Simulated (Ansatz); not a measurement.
System: GaI (charge 0, singlet). 
Coordinates optimised at B3LYP-D3(BJ)/def2-TZVP (Ansatz, a program for electronic structure):
```
Ga
I 1 2.6178
```
Charge 0, spin multiplicity 1.

Task: Give the harmonic wavenumbers at B3LYP-D3(BJ)/def2-TZVP (Ansatz, finite differences of forces, unscaled).

Result: 207 cm⁻¹. Zero-point energy 0.3 kcal/mol.

Task: From these and the geometry, give the ideal-gas thermochemistry at 298.15 K and 1 atm (rigid rotor, harmonic oscillator).

Result: Point group C∞v, rotational symmetry number 1. Rotational constants 1.639, 1.639 GHz. S(trans) 41.73, S(rot) 18.36, S(vib) 2.07, S(elec, spin only) 0.00, S 62.2 cal/(mol K). H(298) - H(0) 2.42 kcal/mol; G - E(el) -15.8 kcal/mol.
